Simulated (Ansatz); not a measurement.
`N[SiH2][GeH2][NH2]` + `N[SiH](O)F` → `[NH2][GeH2][O][SiH](N)F` + `N[SiH3]`  (cleavage of the Ge–Si bond)

Program: Ansatz. Geometries: PBE0-D4/def2-TZVP. ΔE: electronic, gas phase. CCSD(T)/CBS adds triple-zeta CCSD(T) − MP2 to the extrapolated MP2 energy (def2 sets, frozen cores). This one scheme is used for every species. DFT in def2-TZVPP. B3LYP here is the variant with VWN-RPA as its local correlation; programs differ in this. For Ge outer-core shells are correlated without core-valence functions, which leaves a few kJ/mol of doubt a bond. Scalar relativity is left out up to krypton. Each species was taken in one conformer, which may not be the lowest.

```
             level  ΔE (kJ/mol)  difference from CCSD(T)/CBS
            PBE-D4        -36.7                         18.2
         r2SCAN-D4        -51.4                          3.5
           PBE0-D4        -42.6                         12.3
          B3LYP-D4        -55.2                         -0.3
           ωB97X-V        -59.0                         -4.1
               PBE        -33.9                         21.0
            r2SCAN        -50.5                          4.4
              PBE0        -40.1                         14.8
     HF/def2-TZVPP        -77.1                        -22.2
    MP2/def2-TZVPP        -63.6                         -8.7
SCS-MP2/def2-TZVPP        -68.4                        -13.5
   CCSD/def2-TZVPP        -61.1                         -6.2
CCSD(T)/def2-TZVPP        -60.1                         -5.2
     HF/def2-QZVPP        -78.2                        -23.3
SCS-MP2/def2-QZVPP        -66.1                        -11.2
      HF/CBS(def2)        -78.4                        -23.5
       CCSD(T)/CBS        -54.9                            0
```

Largest T1 diagnostic among the species: 0.012.

In def2-TZVPP, CCSD(T) changes the Hartree–Fock value by +16.9 kJ/mol (the triples alone add +0.9 kJ/mol) and MP2 by +13.5 kJ/mol. From PBE to PBE0 (25 % exact exchange), in def2-TZVPP and without D4, ΔE moves by −6.2 kJ/mol. The D4 term adds −4.4 kJ/mol with B3LYP and −2.6 kJ/mol with PBE0; it sums over pairs of atoms, weighted by their polarisabilities, and B3LYP, whose exchange is more repulsive, gets the larger term.
